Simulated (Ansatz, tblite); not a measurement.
Adding an electron: [Al(H2S)(H2O)5]3+ (AlSO5H12³⁺). The state is a singlet with charge 3. Geometry: PBE-D4/def2-SVP. Ansatz, gas phase; energy differences of separate SCF runs; the reduced species was run as a doublet alone.

Cartesian coordinates in Å:
```
Al 0.058 -0.020 -0.012
S -1.749 -0.439 1.638
H -2.158 0.767 2.146
H -2.906 -0.708 0.953
O 1.568 0.194 -1.224
H 2.315 0.832 -1.129
H 1.745 -0.328 -2.042
O -0.929 1.292 -1.058
H -0.588 1.757 -1.861
H -1.845 1.628 -0.912
O 1.084 -1.330 1.011
H 2.005 -1.630 0.820
H 0.790 -1.825 1.815
O -0.590 -1.453 -1.163
H -1.224 -1.371 -1.914
H -0.409 -2.417 -1.054
O 0.813 1.401 1.089
H 1.411 1.284 1.864
H 0.609 2.365 1.036
```

The xTB rows come from tblite. B3LYP takes the VWN-RPA correlation.

Q: Estimate orbital energies and vertical electron affinities at: GFN1-xTB; GFN2-xTB; PBE-D4/def2-TZVP; B3LYP-D4/def2-TZVP; PBE0-D4/def2-TZVP.

A: 
```tsv
level	−HOMO (eV)	−LUMO (eV)	vertical EA (eV)	HOMO–LUMO gap (eV)
GFN1-xTB	25.12	20.15	17.36	4.97
GFN2-xTB	22.96	17.50	14.90	5.46
PBE-D4/def2-TZVP	19.99	13.86	11.83	6.14
B3LYP-D4/def2-TZVP	20.99	13.23	11.66	7.76
PBE0-D4/def2-TZVP	21.26	12.85	11.41	8.41
```

 Raw xTB energy differences between charge states are shifted by several eV; the methods need an empirical correction for them.
